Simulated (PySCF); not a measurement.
Molecular orbitals of ZnO

PBE0 at R = 1.856 Å; Zn cc-pVDZ-PP with ECP10, O cc-pVDZ; scalar-relativistic core potentials (PySCF 2.14). State: ¹Σ⁺ (singlet), closed shell, a second solution, started from another occupation. Only the outer orbitals are listed, counted within each symmetry, core potentials removing the inner ones.

```
orbital  occ.  ε (eV)  on Zn (%)           main shells (%)
     2π     2  -14.87         99                   99 Zn d
     2π     2  -14.87         99                   99 Zn d
     1δ     2  -14.81        100                  100 Zn d
     1δ     2  -14.81        100                  100 Zn d
     5σ     2  -14.76         96                   95 Zn d
     6σ     2   -8.51         54           52 Zn s, 43 O p
     3π     2   -6.81         10            90 O p, 9 Zn p
     3π     2   -6.81         10            90 O p, 9 Zn p
     7σ     0   -4.25         62  38 O p, 36 Zn s, 25 Zn p
     4π     0   -0.26         92                   92 Zn p
     4π     0   -0.26         92                   92 Zn p
```

**Question.** Which are the highest filled and the lowest empty level, where do they sit, and how wide is the gap?

**Answer.** Highest filled 3π at -6.81 eV (in %: 90 O p, 9 Zn p); lowest empty 7σ at -4.25 eV (in %: 38 O p, 36 Zn s, 25 Zn p); the gap at PBE0 is 2.56 eV.

```json
{
 "bond order (Mayer)": "1.79",
 "⟨S²⟩": "0.000",
 "charge on Zn (Mulliken, basis-dependent)": "0.48",
 "charge on Zn (Löwdin, basis-dependent)": "0.43",
 "dipole moment (positive dipole means Zn(−)O(+))": "-5.05 D"
}
```
